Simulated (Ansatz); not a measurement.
Input file for Ansatz (an electronic-structure program): R-B3LYP/def2-TZVPPD on CH3Br (SMILES CBr) with ghost functions, monomers drawn apart or pushed together. Files ending in .json are basis or fitting sets from the Basis Set Exchange.

Ansatz 0.2 input:
```yaml
crystal:
  periodic: [false, false, false]
  atoms:
    - {symbol: C, position_ang: [-0.48758342, -1.13545826, 4.44517230]}
    - {symbol: Br, position_ang: [-0.43764347, 0.74422513, 4.99973744]}
    - {symbol: H, position_ang: [-0.39060991, -1.15838099, 3.36523999]}
    - {symbol: H, position_ang: [-1.43917765, -1.54285644, 4.76734791]}
    - {symbol: H, position_ang: [0.34196880, -1.63800522, 4.92952334]}
basis:
  gaussian:
    orbitals: def2-TZVPPD.json
    ghost_atoms:
      - {symbol: C, position_ang: [-0.04807336, 0.49295128, 0.17416327]}
      - {symbol: C, position_ang: [-0.00730491, -0.26668080, -0.75058010]}
      - {symbol: H, position_ang: [-0.08614730, 1.15266238, 1.00907191]}
      - {symbol: H, position_ang: [0.02992696, -0.93229205, -1.57819080]}
hamiltonian:
  xc: {name: B3LYP}
scf: {lower_state_search: off}
```

The log:

```
WARN ansatz: RAYON_NUM_THREADS=1 ignored (pool sized by the plan → 1); use --threads N
Functional definition: B3LYP
these checks for a lower state are left out or cut short: stability, starts, cluster_reference, orbital_swaps, neighbouring_geometries, increment
integrals: 0.16 GiB planned
1223 factors; their error is unknown
mean field: 1.35 GiB planned
mean field evaluation 1: about -71129.0900 eV, gradient 4.4e1 eV
mean field evaluation 2: about -71124.9630 eV, gradient 5.6e1 eV
mean field evaluation 4: about -71133.4773 eV, gradient 1.8e0 eV
mean field evaluation 8: about -71133.7271 eV, gradient 7.7e-2 eV
mean field evaluation 16: about -71133.7271 eV, gradient 3.0e-6 eV
mean field -71133.72711116 eV, -2614.1162551632 hartree, gradient 3.0e-6 eV, S^2 0.000000; 0 other end points of the search recorded, 0 dependent functions left out
reference -71133.72734636 eV, -2614.1162638064 hartree; 22, 22 occupied and 231, 231 virtual orbitals, 1223 factors
Total energy: -71133.72734636 eV, -2614.1162638064 hartree
Checks for a lower state left out: stability, starts, cluster_reference, orbital_swaps, neighbouring_geometries, increment
```

The calculation finished and met its thresholds.

Cost: roughly 5 core-seconds.
